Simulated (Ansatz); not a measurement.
C2H6CdSe (SMILES C[CH2][Cd][SeH]), singlet, geometry from GFN2-xTB (such geometries of metal compounds can be far from the true shape) (core potentials on Cd); Ansatz (a program for electronic structure) with PBE/def2-SV(P).

Ansatz was given this input:
Ansatz 0.2 input:
```yaml
crystal:
  periodic: [false, false, false]
  atoms:
    - {symbol: Cd, position_ang: [-0.07756674, -0.66464368, 0.64674324]}
    - {symbol: C, position_ang: [-0.98142480, -2.04129219, -0.79228615]}
    - {symbol: C, position_ang: [-1.05787285, -1.21667322, -2.07102263]}
    - {symbol: H, position_ang: [-1.97819346, -2.35455480, -0.47338707]}
    - {symbol: H, position_ang: [-0.35371091, -2.92379943, -0.93808055]}
    - {symbol: H, position_ang: [-0.06139276, -0.88860997, -2.38925389]}
    - {symbol: H, position_ang: [-1.68816090, -0.33078001, -1.93189555]}
    - {symbol: H, position_ang: [-1.48760536, -1.80188425, -2.88695583]}
    - {symbol: Se, position_ang: [0.59923422, 1.68926241, -0.18274155]}
    - {symbol: H, position_ang: [1.15408912, 2.31539578, 0.96896259]}
basis:
  gaussian:
    orbitals: def2-SV_P_.json
hamiltonian:
  xc: pbe
```
The basis file holds def2-SV(P) in the JSON format of the Basis Set Exchange.

It wrote (shortened):

```
Functional definition: PBE
1270 factors; their error is unknown
mean field evaluation 1: about -72048.7491 eV, gradient 7.0e1 eV
mean field evaluation 2: about -71965.6233 eV, gradient 1.6e2 eV
mean field evaluation 4: about -72060.9051 eV, gradient 2.2e1 eV
mean field evaluation 8: about -72062.7856 eV, gradient 9.8e-2 eV
mean field evaluation 16: about -72062.6640 eV, gradient 7.6e-5 eV
mean field -72062.66398272 eV, -2648.2540555369 hartree, gradient 7.6e-5 eV, S^2 0.000000; 0 other end points of the search recorded, 0 dependent functions left out
reference -72062.66402520 eV, -2648.2540570982 hartree; 36, 36 occupied and 60, 60 virtual orbitals, 1270 factors
Total energy: -72062.66402520 eV, -2648.2540570982 hartree
```
